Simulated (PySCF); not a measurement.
Zr(F)3(Me) (CH3F3Zr), SMILES [F][Zr]([F])([F])[CH3], multiplicity 1. Geometry: r2SCAN-D4/def2-SVP. The spin state was assumed, not searched. The structure was generated by enumeration; whether it is a known compound was not checked. The def2 effective core potentials stand for the cores of Zr; spin–orbit coupling is left out.

Computed equilibrium geometry at r2SCAN-D4/def2-SVP (PySCF confirms it by a frequency run) as bond lengths and angles, and its point group:
point group C3v.
Atoms: Zr1 F2 F3 F4 C5 H6 H7 H8. Bonded distances (Å): Zr1–F2 1.906, Zr1–F3 1.906, Zr1–F4 1.906, Zr1–C5 2.203, C5–H6 1.106, C5–H7 1.106, C5–H8 1.106. Angles (°): F2–Zr1–F3 112.6, F2–Zr1–F4 112.6, F2–Zr1–C5 106.1, F3–Zr1–F4 112.6, F3–Zr1–C5 106.1, F4–Zr1–C5 106.1, Zr1–C5–H6 111.2, Zr1–C5–H7 111.2, Zr1–C5–H8 111.2, H6–C5–H7 107.6, H6–C5–H8 107.6, H7–C5–H8 107.6.
